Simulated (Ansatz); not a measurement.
Problem. Name a neutral molecule of C, F, Ge and H with LUMO energy (B3LYP/def2-TZVPP) between -0.45 and -0.15 eV and size of the dipole moment (ωB97M-V/def2-TZVPP) between 0.80 and 1.10 D (Ansatz, PBE0-D4/def2-TZVP geometry).

Solution. `FC(F)=[CH][GeH3]` (-0.34 eV, 0.97 D); `F/C=[CH]/[GeH3]` (-0.36 eV, 0.91 D). Other molecules can fit too; these were computed, each in one conformer that needn't be the lowest.

B3LYP here is the variant with VWN-RPA as its local correlation; programs differ in this.
